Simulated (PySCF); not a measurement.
Potential energy of SnBr along the bond

Set-up: basis Sn def2-TZVPP with ECP28, Br def2-TZVPP; scalar-relativistic core potentials; PySCF 2.14. Energies in eV from Sn + Br in their ground configurations at the same level. State: ²Π (doublet), unpaired electrons π ↑.

All columns are BHandHLYP. A positive dipole means Sn(−)Br(+).

```csv
R (Å),E (eV),μ (D),Mulliken charge on Sn (basis-dependent),HOMO (eV),LUMO (eV),Mayer bond order,⟨S²⟩
2.171,-2.265,-0.49,0.27,-5.15,-1.86,1.15,0.75
2.272,-2.862,-1.14,0.32,-5.33,-2.02,1.09,0.75
2.373,-3.185,-1.81,0.36,-5.50,-2.17,1.04,0.75
2.449,-3.298,-2.31,0.38,-5.63,-2.29,1.02,0.75
2.525,-3.332,-2.81,0.40,-5.76,-2.40,0.99,0.75
2.601,-3.307,-3.30,0.42,-5.88,-2.51,0.97,0.75
2.702,-3.206,-3.96,0.43,-6.04,-2.66,0.94,0.75
2.828,-3.012,-4.76,0.46,-6.24,-2.83,0.90,0.75
2.979,-2.722,-5.69,0.48,-6.46,-3.03,0.86,0.75
3.182,-2.301,-6.88,0.52,-6.73,-3.27,0.81,0.75
```

A fit through these points gives, at Re = 2.527 Å, μ = -2.82 D and dμ/dR = -6.59 D/Å; the reduced mass is 47.59 u.

Problem. How strong is the fundamental in the double-harmonic approximation, I = 42.26·(dμ/dR)²/μred km/mol?

Solution. I = 42.26·(-6.59)²/47.59 = 38.6 km/mol at BHandHLYP.

Spin–orbit coupling is left out, which matters for elements this heavy, above all for dissociation energies. The state was picked by a PBE0 search and need not be the measured ground state.
